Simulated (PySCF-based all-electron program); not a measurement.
Force along the bond of NaRb, singlet

All-electron Kohn–Sham DFT on the free molecule, computed near the basis limit with an in-house program on PySCF integrals; Koelling–Harmon scalar relativity, no spin–orbit coupling, spin-restricted. Forces are good to about 0.002 eV/Å. In part, the state lies near an instability. A positive force pushes the atoms apart.

```
r (Å)  PBE (eV/Å)
2.912           ?
3.094       0.662
3.276       0.391
3.640           ?
4.004           ?
```

What does PBE give at the lengths left open?

2.912 Å: 1.009 eV/Å; 3.640 Å: 0.021 eV/Å; 4.004 Å: -0.182 eV/Å.

Fit a Morse curve to the forces within 0.84 to 1.25 of the listed length with the smallest force. Where does the force vanish, what is the force constant, and what harmonic wavenumber follows with standard atomic masses?

PBE: 3.670 Å, 0.7 eV/Å², about 100 cm⁻¹. The points are far apart, so these are estimates.
